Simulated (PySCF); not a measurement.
CH₁₂OSi₄, SMILES O[Si@H](C[SiH3])[SiH2][SiH3].

Geometry: PBE0-D3(BJ)/def2-SVP. The structure was generated by enumeration; whether it is a known compound was not checked. One conformer was computed; it need not be the lowest.

Calculation: SMD-PBE0/6-31G* (PySCF).

Solvation free energies are E(SMD) − E(gas) at the gas-phase geometry, for 1 M in both phases. In vacuum the dipole moment is 2.12 D.

Computed solvation free energies in water, chlorobenzene, tetrahydrofuran:
```
solvent          ΔG(solv) (kcal/mol)  its non-electrostatic (CDS) part  dipole (D)
---------------  -------------------  --------------------------------  ----------
water                           -1.0                               5.8        3.00
chlorobenzene                   -3.3                              -0.5        2.61
tetrahydrofuran                 -3.4                              -0.4        2.66
```
